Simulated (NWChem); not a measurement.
System: C₂H₄O₃Si; SMILES O1C(OC1[SiH3])=O

```xyz
10

O      0.5342    -2.4860     0.0000
C      0.0602    -1.4095     0.0000
O     -0.3039    -0.5734    -1.0106
C     -0.7002     0.3599     0.0000
Si     0.3238     1.9821     0.0000
O     -0.3039    -0.5734     1.0106
H     -1.7952     0.4998     0.0000
H     -0.0358     2.7537     1.2230
H      1.7630     1.6036     0.0000
H     -0.0358     2.7537    -1.2230
```
Atoms are numbered in this order, from 1.

Program: NWChem. Pople sets run with spherical d functions. Geometry: optimised at PBE0/def2-SVP.

### Question
Order these by “dipole (D)”, lowest first: PBE/STO-3G; PBE/3-21G; PBE/6-311++G**; PBE/6-311G**.

### Answer
PBE/STO-3G (3.15), PBE/3-21G (3.63), PBE/6-311G** (3.76), PBE/6-311++G** (4.05)
